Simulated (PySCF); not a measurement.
Spectrum to structure. Method: TDDFT PBE0/def2-SVPD, vertical, gas phase, core orbitals frozen in the response (PySCF). Geometries: GFN2-xTB, one conformer each.

| state | ν̃ (cm⁻¹) | f | main configurations (H = HOMO, L = LUMO) |
| --- | --- | --- | --- |
| S1 | 32320 | 0.0002 | H→L (98%) |
| S2 | 41160 | 0.0002 | H-1→L (98%) |
| S3 | 47350 | 0.132 | H-2→L (79%), H-1→L+1 (9%) |
| S4 | 55820 | 0.0014 | H-2→L+1 (78%), H-2→L+2 (17%) |
| S5 | 56050 | 0.025 | H→L+1 (80%) |
| S6 | 59460 | 0.012 | H→L+2 (83%) |

Triplets computed (Tamm–Dancoff): 3.42, 4.23 eV.

Orbital energies (eV): HOMO-3 -10.91, HOMO-2 -8.77, HOMO-1 -8.76, HOMO -7.99, LUMO -1.85, LUMO+1 0.14, LUMO+2 0.41.

**Question.** Which candidate is it? All have the formula C6H5F3O.
A. `C=CCC(=C=O)C(F)(F)F`
B. `C#C[C@@H](C(C)=O)C(F)(F)F`
C. `CC(=O)C#CCC(F)(F)F`

**Answer.** C. Its S1 lies at 4.01 eV; the nearest of the others has S1 at 3.69 eV. S1 is HOMO→LUMO (98%). Löwdin shares by element: HOMO oxygen 67%, carbon 28% or more; LUMO carbon 57% or more, oxygen 27% (atoms not listed hold the other 16%). At the same level the other candidates give, for their lowest levels:
- `C#C[C@@H](C(C)=O)C(F)(F)F`: 4.41 eV (f 0.003); 6.05 eV (f 0.001); 6.44 eV (f 0.027); 6.61 eV (f 0.001); 7.06 eV (f 0.009); T1 3.79 eV; HOMO -7.91, LUMO -1.35 eV
- `C=CCC(=C=O)C(F)(F)F`: 3.69 eV (f 0.001); 5.30 eV (f 0.027); 6.34 eV (f 0.094); 6.76 eV (f 0.031); 7.26 eV (f 0.227); T1 3.30 eV; HOMO -7.56, LUMO -1.84 eV

Conformer computed: `[CH3:1][C:2](=[O:3])[C:4]#[C:5][CH2:6][C:7]([F:8])([F:9])[F:10]`: C5–C6–C7–F8 -60°.
